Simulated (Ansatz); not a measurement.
**A barrier at the coupled-cluster level**

Start structure (SiH3BrF2, closed shell), relaxed at PBE0-D4/def2-TZVP:

Si1  (-0.622, 0.089, 0.761)
H2  (-1.578, 0.278, -0.344)
F3  (0.293, -1.172, 0.429)
F4  (-1.436, -0.261, 2.077)
H5  (0.252, 1.241, 1.044)
H6  (1.603, -0.703, -1.631)
Br7  (1.488, 0.528, -2.336)
(Å)

The step: SiH₂F₂ ([F][SiH2][F]) + HBr → SiHBrF₂ ([F][SiH]([F])[Br]) + H₂; bonds formed: Si1–Br7, H2–H6; bonds broken: Si1–H2, H6–Br7. Program: Ansatz 0.2.0. Basis: def2-TZVPP and def2-QZVPP. Cores are frozen in the correlated methods. Filled d shells of the heavier atoms are correlated. The def2 sets are not built for correlating such inner shells, so the correlated values are less sure here. Extrapolation: Hartree–Fock as exp(−7.88 √X), correlation as X^−2.97. Energies below are by CCSD(T) at an estimated basis limit (MP2 extrapolated from triple and quadruple zeta, plus CCSD(T) − MP2 in triple zeta).

Problem. What are the electronic barrier and the energy of the step, from the start structure to the end structure? (An estimate is asked for; the value comes from the calculation.)

Solution. Computed: Barrier 36.99 kcal/mol; step energy -16.93 kcal/mol (downhill); reverse barrier, their difference, 53.93 kcal/mol. Barrier and step energy count from the start structure, the reverse barrier from the end structure.

The saddle point: One imaginary mode of 736i cm⁻¹.
```json
{"pair": "Si1–Br7", "start (Å)": "3.77", "saddle (Å)": "2.60", "end (Å)": "2.18"}
{"pair": "H2–H6", "start (Å)": "3.57", "saddle (Å)": "0.93", "end (Å)": "0.75"}
{"pair": "Si1–H2", "start (Å)": "1.47", "saddle (Å)": "1.67", "end (Å)": "3.58"}
{"pair": "H6–Br7", "start (Å)": "1.42", "saddle (Å)": "1.83", "end (Å)": "3.90"}
```

Zero-point energy (harmonic, PBE0-D4): ZPE is 18.86 kcal/mol at the start and 18.88 kcal/mol at the saddle, so the barrier goes from 36.99 to 37.01 kcal/mol.

No T1 diagnostic of these runs exceeds 0.011.

Labels in which every atom is bracketed show which atoms are joined, not bond orders.

For scale, one of the runs: CCSD(T)/def2-TZVPP, 194 basis functions, launched by `ansatz run in.yaml --threads 4 --pin off --events-out ev --progress --plain --max-ram 9574MiB`. The run took 88 s on 4 CPU threads of an Arm Neoverse V1 (shared host), with 2.3 GiB of host memory at its peak.
